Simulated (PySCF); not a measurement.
input.py for GaP

The script input.py:

```python
from pyscf import gto, scf
from pyscf.geomopt.geometric_solver import optimize

mol = gto.M(
    atom='Ga 0 0 0; P 0 0 2.27',
    basis='lanl2dz',
    ecp={'Ga': 'lanl2dz', 'P': 'lanl2dz'},
    charge=0,
    spin=2,
    verbose=4,
)
mf = scf.UHF(mol)
mf.kernel()
mol_eq = optimize(mf, maxsteps=30)
print('optimised geometry (angstrom)')
print(mol_eq.tostring('raw'))
print('orbital energies (hartree):', [e[max(0, n-3):n+3].round(4) for e, n in zip(mf.mo_energy, mol.nelec)])
```

```bash
$ OMP_NUM_THREADS=1 python input.py
```

Output (some set-up lines and the per-cycle HOMO/LUMO lines with their warnings removed):

```
PySCF version 2.14.0

[INPUT] verbose = 4
[INPUT] num. atoms = 2
[INPUT] num. electrons = 8
[INPUT] charge = 0
[INPUT] spin (= nelec alpha-beta = 2S) = 2
[INPUT] symmetry False subgroup None
[INPUT] Mole.unit = angstrom
[INPUT] Symbol           X                Y                Z      unit          X                Y                Z       unit  Magmom
[INPUT]  1 Ga     0.000000000000   0.000000000000   0.000000000000 AA    0.000000000000   0.000000000000   0.000000000000 Bohr   0.0
[INPUT]  2 P      0.000000000000   0.000000000000   2.270000000000 AA    0.000000000000   0.000000000000   4.289678302763 Bohr   0.0

nuclear repulsion = 3.49676571092511
number of shells = 8
number of NR pGTOs = 24
number of NR cGTOs = 16
basis = lanl2dz
ecp = {'Ga': 'lanl2dz', 'P': 'lanl2dz'}

******** <class 'pyscf.scf.uhf.UHF'> ********
method = UHF
initial guess = minao
damping factor = 0
level_shift factor = 0
DIIS = <class 'pyscf.scf.diis.CDIIS'>
diis_start_cycle = 1
diis_space = 8
diis_damp = 0
SCF conv_tol = 1e-09
SCF conv_tol_grad = None
SCF max_cycles = 50
direct_scf = True
direct_scf_tol = 1e-13
number electrons alpha = 5  beta = 3
Set gradient conv threshold to 3.16228e-05
init E= 3.43638576645702

cycle= 1 E= -8.17943949524697  delta_E= -11.6  |g|= 0.305  |ddm|= 2.61
cycle= 2 E= -8.24316271962911  delta_E= -0.0637  |g|= 0.086  |ddm|= 0.518
cycle= 3 E= -8.25158695867091  delta_E= -0.00842  |g|= 0.0314  |ddm|= 0.192
cycle= 4 E= -8.25362207274036  delta_E= -0.00204  |g|= 0.0137  |ddm|= 0.064
cycle= 5 E= -8.25457422734859  delta_E= -0.000952  |g|= 0.00747  |ddm|= 0.0616
cycle= 6 E= -8.25511406767099  delta_E= -0.00054  |g|= 0.00474  |ddm|= 0.0501
cycle= 7 E= -8.25538790517859  delta_E= -0.000274  |g|= 0.00263  |ddm|= 0.0427
cycle= 8 E= -8.25547871136937  delta_E= -9.08e-05  |g|= 0.00148  |ddm|= 0.0278
cycle= 9 E= -8.2555060197906  delta_E= -2.73e-05  |g|= 0.000779  |ddm|= 0.0148
cycle= 10 E= -8.25551620519331  delta_E= -1.02e-05  |g|= 0.000287  |ddm|= 0.0106
cycle= 11 E= -8.25551742976835  delta_E= -1.22e-06  |g|= 6.39e-05  |ddm|= 0.00447
cycle= 12 E= -8.25551745123504  delta_E= -2.15e-08  |g|= 1.45e-05  |ddm|= 0.000614
cycle= 13 E= -8.2555174519301  delta_E= -6.95e-10  |g|= 4.01e-06  |ddm|= 7.97e-05
Extra cycle  E= -8.2555174519749  delta_E= -4.48e-11  |g|= 2.15e-06  |ddm|= 1.05e-05
converged SCF energy = -8.2555174519749  <S^2> = 2.1007492  2S+1 = 3.0664306
Create scanner for <class 'pyscf.grad.uhf.Gradients'>
Create scanner for <class 'pyscf.scf.uhf.UHF'>
input.py

Current date and time:

#|     Arguments passed to driver run_optimizer():      |#
customengine              <pyscf.geomopt.geometric_solver.PySCFEngine object>
logIni                    <dir>
maxiter                   30
----------------------------------------------------------
Custom engine selected.
Bonds will be generated from interatomic distances less than 1.20 times sum of covalent radii
6 internal coordinates being used (instead of 6 Cartesians)
Internal coordinate system (atoms numbered from 1):
Distance 1-2
Translation-X 1-2
Translation-Y 1-2
Translation-Z 1-2
Rotation-A 1-2
Rotation-B 1-2
Rotation-C 1-2
<class 'geometric.internal.Distance'> : 1
<class 'geometric.internal.TranslationX'> : 1
<class 'geometric.internal.TranslationY'> : 1
<class 'geometric.internal.TranslationZ'> : 1
<class 'geometric.internal.RotationA'> : 1
<class 'geometric.internal.RotationB'> : 1
<class 'geometric.internal.RotationC'> : 1
> ===== Optimization Info: ====
> Job type: Energy minimization
> Maximum number of optimization cycles: 30
> Initial / maximum trust radius (Angstrom): 0.100 / 0.300
> Convergence Criteria:
> Will converge when all 5 criteria are reached:
>  |Delta-E| < 1.00e-06
>  RMS-Grad  < 3.00e-04
>  Max-Grad  < 4.50e-04
>  RMS-Disp  < 1.20e-03
>  Max-Disp  < 1.80e-03
> === End Optimization Info ===

Geometry optimization cycle 1
Cartesian coordinates (Angstrom)
 Atom        New coordinates             dX        dY        dZ
  Ga   0.000000   0.000000   0.000000    0.000000  0.000000  0.000000
   P   0.000000   0.000000   2.270000    0.000000  0.000000  0.000000

WARN: Mole.unit (angstrom) is changed to Bohr

New geometry
   1 Ga     0.000000000000   0.000000000000   0.000000000000 AA    0.000000000000   0.000000000000   0.000000000000 Bohr
   2 P      0.000000000000   0.000000000000   2.270000000000 AA    0.000000000000   0.000000000000   4.289678302763 Bohr

******** <class 'pyscf.scf.hf.UHF_Scanner'> ********
method = UHF_Scanner
initial guess = minao
damping factor = 0
level_shift factor = 0
DIIS = <class 'pyscf.scf.diis.CDIIS'>
diis_start_cycle = 1
diis_space = 8
diis_damp = 0
SCF conv_tol = 1e-09
SCF conv_tol_grad = None
SCF max_cycles = 50
direct_scf = True
direct_scf_tol = 1e-13
number electrons alpha = 5  beta = 3
Set gradient conv threshold to 3.16228e-05
init E= -8.2555174519749
cycle= 1 E= -8.25551745198904  delta_E= -1.41e-11  |g|= 1.24e-06  |ddm|= 5.63e-06
Extra cycle  E= -8.25551745199376  delta_E= -4.72e-12  |g|= 7.12e-07  |ddm|= 3.3e-06
converged SCF energy = -8.25551745199376  <S^2> = 2.1007509  2S+1 = 3.0664318

******** <class 'pyscf.grad.rhf.Gradients_Scanner'> for <class 'pyscf.scf.hf.UHF_Scanner'> ********
unit = Eh/Bohr
--------------- UHF_Scanner gradients ---------------
         x                y                z
0 Ga    -0.0000000000     0.0000000000     0.0232309017
1 P     0.0000000000    -0.0000000000    -0.0232309017
----------------------------------------------
cycle 1: E = -8.25551745199  dE = -8.25552  norm(grad) = 0.0328535
Step    0 : Gradient = 2.323e-02/2.323e-02 (rms/max) Energy = -8.2555174520
Hessian Eigenvalues: 5.00000e-02 5.00000e-02 5.00000e-02 ... 5.00000e-02 5.00000e-02 1.58127e-01

Geometry optimization cycle 2
Cartesian coordinates (Angstrom)
 Atom        New coordinates             dX        dY        dZ
  Ga   0.000000  -0.000000  -0.038872    0.000000 -0.000000 -0.038872
   P  -0.000000   0.000000   2.308872   -0.000000  0.000000  0.038872
New geometry
   1 Ga     0.000000000000  -0.000000000000  -0.038871529839 AA    0.000000000000  -0.000000000000  -0.073456545439 Bohr
   2 P     -0.000000000000   0.000000000000   2.308871529839 AA   -0.000000000000   0.000000000000   4.363134848202 Bohr

******** <class 'pyscf.scf.hf.UHF_Scanner'> ********
method = UHF_Scanner
initial guess = minao
damping factor = 0
level_shift factor = 0
DIIS = <class 'pyscf.scf.diis.CDIIS'>
diis_start_cycle = 1
diis_space = 8
diis_damp = 0
SCF conv_tol = 1e-09
SCF conv_tol_grad = None
SCF max_cycles = 50
direct_scf = True
direct_scf_tol = 1e-13
number electrons alpha = 5  beta = 3
Set gradient conv threshold to 3.16228e-05
init E= -8.242325369141
cycle= 1 E= -8.25770782348253  delta_E= -0.0154  |g|= 0.00671  |ddm|= 0.0404
cycle= 2 E= -8.25779590120672  delta_E= -8.81e-05  |g|= 0.00336  |ddm|= 0.015
cycle= 3 E= -8.25782202341282  delta_E= -2.61e-05  |g|= 0.0021  |ddm|= 0.00654
cycle= 4 E= -8.25785046622815  delta_E= -2.84e-05  |g|= 0.00135  |ddm|= 0.01
cycle= 5 E= -8.25786809058933  delta_E= -1.76e-05  |g|= 0.000641  |ddm|= 0.0117
cycle= 6 E= -8.25787238080214  delta_E= -4.29e-06  |g|= 0.000422  |ddm|= 0.00511
cycle= 7 E= -8.25787460492107  delta_E= -2.22e-06  |g|= 0.000319  |ddm|= 0.0032
cycle= 8 E= -8.25787726223939  delta_E= -2.66e-06  |g|= 8.55e-05  |ddm|= 0.00713
cycle= 9 E= -8.25787739740989  delta_E= -1.35e-07  |g|= 1.6e-05  |ddm|= 0.0018
cycle= 10 E= -8.25787739853243  delta_E= -1.12e-09  |g|= 4.22e-06  |ddm|= 9.74e-05
cycle= 11 E= -8.25787739862823  delta_E= -9.58e-11  |g|= 1.06e-06  |ddm|= 3.34e-05
Extra cycle  E= -8.25787739863118  delta_E= -2.95e-12  |g|= 5.76e-07  |ddm|= 3.27e-06
converged SCF energy = -8.25787739863118  <S^2> = 2.134809  2S+1 = 3.0885653

******** <class 'pyscf.grad.rhf.Gradients_Scanner'> for <class 'pyscf.scf.hf.UHF_Scanner'> ********
unit = Eh/Bohr
--------------- UHF_Scanner gradients ---------------
         x                y                z
0 Ga     0.0000000000    -0.0000000000     0.0096148255
1 P    -0.0000000000     0.0000000000    -0.0096148255
----------------------------------------------
cycle 2: E = -8.25787739863  dE = -0.00235995  norm(grad) = 0.0135974
Step    1 : Displace = 3.887e-02/3.887e-02 (rms/max) Trust = 1.000e-01 (=) Grad = 9.615e-03/9.615e-03 (rms/max) E (change) = -8.2578773986 (-2.360e-03) Quality = 1.383
Hessian Eigenvalues: 5.00000e-02 5.00000e-02 5.00000e-02 ... 5.00000e-02 5.00000e-02 9.26812e-02

Geometry optimization cycle 3
Cartesian coordinates (Angstrom)
 Atom        New coordinates             dX        dY        dZ
  Ga  -0.000000  -0.000000  -0.066320   -0.000000 -0.000000 -0.027449
   P   0.000000   0.000000   2.336320    0.000000  0.000000  0.027449
New geometry
   1 Ga    -0.000000000000  -0.000000000000  -0.066320184816 AA   -0.000000000000  -0.000000000000  -0.125326985832 Bohr
   2 P      0.000000000000   0.000000000000   2.336320184816 AA    0.000000000000   0.000000000000   4.415005288595 Bohr

******** <class 'pyscf.scf.hf.UHF_Scanner'> ********
[part of the log left out]
Step    3 : Displace = 9.808e-03/9.808e-03 (rms/max) Trust = 2.000e-01 (+) Grad = 5.320e-04/5.320e-04 (rms/max) E (change) = -8.2585451233 (-5.585e-05) Quality = 1.190
Hessian Eigenvalues: 5.00000e-02 5.00000e-02 5.00000e-02 ... 5.00000e-02 5.00000e-02 5.39312e-02

Geometry optimization cycle 5
Cartesian coordinates (Angstrom)
 Atom        New coordinates             dX        dY        dZ
  Ga  -0.000000   0.000000  -0.078738   -0.000000  0.000000 -0.002610
   P   0.000000  -0.000000   2.348738    0.000000 -0.000000  0.002610
New geometry
   1 Ga    -0.000000000000   0.000000000000  -0.078737701863 AA   -0.000000000000   0.000000000000  -0.148792692198 Bohr
   2 P      0.000000000000  -0.000000000000   2.348737701863 AA    0.000000000000  -0.000000000000   4.438470994961 Bohr

******** <class 'pyscf.scf.hf.UHF_Scanner'> ********
method = UHF_Scanner
initial guess = minao
damping factor = 0
level_shift factor = 0
DIIS = <class 'pyscf.scf.diis.CDIIS'>
diis_start_cycle = 1
diis_space = 8
diis_damp = 0
SCF conv_tol = 1e-09
SCF conv_tol_grad = None
SCF max_cycles = 50
direct_scf = True
direct_scf_tol = 1e-13
number electrons alpha = 5  beta = 3
Set gradient conv threshold to 3.16228e-05
init E= -8.25768421320818
cycle= 1 E= -8.25854693748319  delta_E= -0.000863  |g|= 0.000401  |ddm|= 0.00253
cycle= 2 E= -8.25854730412549  delta_E= -3.67e-07  |g|= 0.00022  |ddm|= 0.000943
cycle= 3 E= -8.25854742592552  delta_E= -1.22e-07  |g|= 0.00015  |ddm|= 0.000437
cycle= 4 E= -8.25854759985402  delta_E= -1.74e-07  |g|= 0.000111  |ddm|= 0.000795
cycle= 5 E= -8.25854775349803  delta_E= -1.54e-07  |g|= 7.68e-05  |ddm|= 0.000994
cycle= 6 E= -8.25854785215602  delta_E= -9.87e-08  |g|= 5.88e-05  |ddm|= 0.000812
cycle= 7 E= -8.25854794782101  delta_E= -9.57e-08  |g|= 3.41e-05  |ddm|= 0.00112
cycle= 8 E= -8.25854798721776  delta_E= -3.94e-08  |g|= 6.22e-06  |ddm|= 0.00116
cycle= 9 E= -8.25854798766956  delta_E= -4.52e-10  |g|= 1.01e-06  |ddm|= 0.000114
Extra cycle  E= -8.25854798767195  delta_E= -2.39e-12  |g|= 4.83e-07  |ddm|= 2.99e-06
converged SCF energy = -8.25854798767195  <S^2> = 2.1990626  2S+1 = 3.1298962

******** <class 'pyscf.grad.rhf.Gradients_Scanner'> for <class 'pyscf.scf.hf.UHF_Scanner'> ********
unit = Eh/Bohr
--------------- UHF_Scanner gradients ---------------
         x                y                z
0 Ga     0.0000000000    -0.0000000000     0.0000523256
1 P    -0.0000000000     0.0000000000    -0.0000523256
----------------------------------------------
cycle 5: E = -8.25854798767  dE = -2.86439e-06  norm(grad) = 7.39996e-05
Step    4 : Displace = 2.610e-03/2.610e-03 (rms/max) Trust = 2.828e-01 (+) Grad = 5.233e-05/5.233e-05 (rms/max) E (change) = -8.2585479877 (-2.864e-06) Quality = 1.092
Hessian Eigenvalues: 4.86266e-02 5.00000e-02 5.00000e-02 ... 5.00000e-02 5.00000e-02 5.00000e-02

Geometry optimization cycle 6
Cartesian coordinates (Angstrom)
 Atom        New coordinates             dX        dY        dZ
  Ga  -0.000000   0.000000  -0.079022   -0.000000  0.000000 -0.000285
   P   0.000000  -0.000000   2.349022    0.000000 -0.000000  0.000285
New geometry
   1 Ga    -0.000000000000   0.000000000000  -0.079022417539 AA   -0.000000000000   0.000000000000  -0.149330726850 Bohr
   2 P      0.000000000000  -0.000000000000   2.349022417539 AA    0.000000000000  -0.000000000000   4.439009029612 Bohr

******** <class 'pyscf.scf.hf.UHF_Scanner'> ********
method = UHF_Scanner
initial guess = minao
damping factor = 0
level_shift factor = 0
DIIS = <class 'pyscf.scf.diis.CDIIS'>
diis_start_cycle = 1
diis_space = 8
diis_damp = 0
SCF conv_tol = 1e-09
SCF conv_tol_grad = None
SCF max_cycles = 50
direct_scf = True
direct_scf_tol = 1e-13
number electrons alpha = 5  beta = 3
Set gradient conv threshold to 3.16228e-05
init E= -8.25845446779921
cycle= 1 E= -8.25854800374837  delta_E= -9.35e-05  |g|= 4.36e-05  |ddm|= 0.000276
cycle= 2 E= -8.25854800813923  delta_E= -4.39e-09  |g|= 2.42e-05  |ddm|= 0.000103
cycle= 3 E= -8.25854800962208  delta_E= -1.48e-09  |g|= 1.66e-05  |ddm|= 4.81e-05
cycle= 4 E= -8.25854801178376  delta_E= -2.16e-09  |g|= 1.23e-05  |ddm|= 8.88e-05
cycle= 5 E= -8.25854801372317  delta_E= -1.94e-09  |g|= 8.64e-06  |ddm|= 0.000112
cycle= 6 E= -8.25854801500675  delta_E= -1.28e-09  |g|= 6.59e-06  |ddm|= 9.39e-05
cycle= 7 E= -8.25854801623129  delta_E= -1.22e-09  |g|= 3.73e-06  |ddm|= 0.000129
cycle= 8 E= -8.25854801670047  delta_E= -4.69e-10  |g|= 6.8e-07  |ddm|= 0.000127
Extra cycle  E= -8.25854801670185  delta_E= -1.39e-12  |g|= 4.28e-07  |ddm|= 1.79e-06
converged SCF energy = -8.25854801670185  <S^2> = 2.1997232  2S+1 = 3.1303183

******** <class 'pyscf.grad.rhf.Gradients_Scanner'> for <class 'pyscf.scf.hf.UHF_Scanner'> ********
unit = Eh/Bohr
--------------- UHF_Scanner gradients ---------------
         x                y                z
0 Ga     0.0000000000    -0.0000000000     0.0000012804
1 P    -0.0000000000     0.0000000000    -0.0000012804
----------------------------------------------
cycle 6: E = -8.2585480167  dE = -2.90299e-08  norm(grad) = 1.81074e-06
Step    5 : Displace = 2.847e-04/2.847e-04 (rms/max) Trust = 3.000e-01 (+) Grad = 1.280e-06/1.280e-06 (rms/max) E (change) = -8.2585480167 (-2.903e-08) Quality = 1.031
Hessian Eigenvalues: 4.86266e-02 5.00000e-02 5.00000e-02 ... 5.00000e-02 5.00000e-02 5.00000e-02
Converged! =D

    #| If this code has benefited your research, please support us by citing: |#
    #| Wang, L.-P.; Song, C.C. (2016) "Geometry optimization made simple with |#
    #| translation and rotation coordinates", J. Chem, Phys. 144, 214108.     |#
    #|                                     |#
optimised geometry (angstrom)
Ga         -0.00000000        0.00000000       -0.07902242
P           0.00000000       -0.00000000        2.34902242
orbital energies (hartree): [array([-0.365 , -0.3373, -0.3282,  0.0264,  0.0404,  0.1249]), array([-0.6633, -0.3896, -0.2581, -0.0111, -0.0017,  0.0483])]
```

In short: E(SCF) = -8.255517 Eh, 13 cycles, ⟨S²⟩ = 2.101, all at the start geometry; optimised bond 2.428 Å with E = -8.258548 Eh after 6 steps.

Hardware: Arm Neoverse N1, 1 thread, shared host. Wall time 2.7 s, peak memory 0.13 GiB.

The last line lists the levels of the start geometry. No search for the lowest solution was made.
